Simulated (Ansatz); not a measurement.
Isolated molecules relaxed with PBE0-D4/def2-TZVP in Ansatz; ΔE leaves out vibrations. CCSD(T)/CBS adds triple-zeta CCSD(T) − MP2 to the extrapolated MP2 energy (def2 sets, frozen cores). Functionals use def2-TZVPP. B3LYP here is the variant with VWN-RPA as its local correlation; programs differ in this. Each species was taken in one conformer, which may not be the lowest.

Consider the formal exchange of groups at the Si–O bond: `[SiH3]OCCCl` + `CCC(O)O` → `OC(O)[SiH3]` + `CCOCCCl`.

```
             level  ΔE (kJ/mol)  difference from CCSD(T)/CBS
            PBE-D4        148.1                        -22.1
         r2SCAN-D4        163.6                         -6.6
           PBE0-D4        158.9                        -11.3
          B3LYP-D4        161.3                         -8.9
           ωB97X-V        163.7                         -6.5
           ωB97M-V        165.9                         -4.3
            B2PLYP        167.8                         -2.4
               PBE        148.1                        -22.1
            r2SCAN        163.6                         -6.6
             B3LYP        161.1                         -9.1
    MP2/def2-TZVPP        177.0                          6.8
SCS-MP2/def2-TZVPP        175.1                          4.9
   CCSD/def2-TZVPP        171.8                          1.6
CCSD(T)/def2-TZVPP        168.9                         -1.3
    MP2/def2-QZVPP        178.1                          7.9
     MP2/CBS(def2)        178.3                          8.1
       CCSD(T)/CBS        170.2                            0
```

Largest T1 diagnostic among the species: 0.012.

In def2-TZVPP, CCSD(T) changes the Hartree–Fock value by −13.1 kJ/mol (the triples alone add −2.8 kJ/mol) and MP2 by −5.0 kJ/mol. From PBE to PBE0 (25 % exact exchange), in def2-TZVPP and without D4, ΔE moves by +10.8 kJ/mol.
